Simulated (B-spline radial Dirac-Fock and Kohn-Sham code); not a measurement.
# Elastic scattering of 300 keV electrons by neutral oxygen

These are calculated numbers from a radial finite-basis atomic code; the model is relativistic (Dirac) partial waves in the static field of the Dirac-Fock atom with Furness-McCarthy exchange, without polarisation or absorption potentials.

Input of the calculation (task.json; shells as n, l, electrons):

```json
{"items": [{
  "Z": 8,
  "q": 0,
  "cfg": [[1, 0, 2], [2, 0, 2], [2, 1, 4]],
  "A": 16,
  "rrms": 2.6991,
  "do": "elastic",
  "energies": [[300000, 0]],
  "theta": [0, 1, 2, 3, 5, 7, 10, 15, 20, 25, 30, 40, 50, 60, 70, 80, 90, 100, 110, 120, 130, 140, 150, 160, 170, 180]
}]}
```

Command: `python xray2_run.py task.json out`

| θ (°) | dσ/dΩ (a₀²/sr) | Sherman function |
| --- | --- | --- |
| 0 | 35.4 | 0.000 |
| 1 | 3.78 | 0.000 |
| 2 | 0.355 | 0.000 |
| 3 | 0.0781 | 0.000 |
| 5 | 0.0119 | 0.000 |
| 7 | 0.00335 | 0.000 |
| 10 | 0.000844 | 0.000 |
| 15 | 0.000171 | 0.000 |
| 20 | 5.46e-05 | -0.001 |
| 25 | 2.25e-05 | -0.001 |
| 30 | 1.09e-05 | -0.001 |
| 40 | 3.50e-06 | -0.003 |
| 50 | 1.45e-06 | -0.005 |
| 60 | 7.06e-07 | -0.007 |
| 70 | 3.85e-07 | -0.010 |
| 80 | 2.29e-07 | -0.013 |
| 90 | 1.45e-07 | -0.016 |
| 100 | 9.74e-08 | -0.018 |
| 110 | 6.84e-08 | -0.021 |
| 120 | 5.01e-08 | -0.022 |
| 130 | 3.83e-08 | -0.022 |
| 140 | 3.05e-08 | -0.021 |
| 150 | 2.54e-08 | -0.018 |
| 160 | 2.22e-08 | -0.013 |
| 170 | 2.04e-08 | -0.007 |
| 180 | 2.01e-08 | 0.000 |

Task: What integrated cross sections go with this distribution?

Result: The total elastic cross section is 0.0163 a₀², the first transport cross section 1.04e-05 a₀² and the second, weighted with (3/2) sin²θ, 2.84e-05 a₀². The mean deflection is ⟨1 − cos θ⟩ = 0.000637, and 0.0023 % of the collisions scatter beyond 90°.

Phase shifts modulo π (rad) for κ = −1 to −5: 0.364, 0.294, 0.259, 0.234, 0.216.
